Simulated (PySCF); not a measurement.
# La²⁺ (lanthanum, charge +2) across methods

[Xe] 6p1, 2P determinant (an excited configuration). Calculation: PySCF 2.14, in ANO-RCC-VTZP; scalar relativity by spin-free X2C-1e.

```csv
method,E (hartree),mean ε 5p α (eV),mean ε 5p β (eV),mean ε 6p α (eV),Σ⟨r²⟩ (bohr²),⟨S²⟩
PBE,-8490.95,-38.077,-37.982,-11.929,60.22,0.750
LDA,-8484.10,-38.251,-38.159,-11.913,60.01,0.750
PBE0,-8491.00,-39.896,-39.788,-12.360,60.55,0.750
UHF,-8488.18635,-44.100,-43.941,-13.176,62.53,0.750
```

Question: Estimate the same row for r2SCAN.

Answer: E (hartree) = -8491.33; mean ε 5p α (eV) = -38.642; mean ε 5p β (eV) = -38.605; mean ε 6p α (eV) = -11.871; Σ⟨r²⟩ (bohr²) = 60.67; ⟨S²⟩ = 0.750.

Spin-orbit coupling, absent here, splits the open shell strongly.
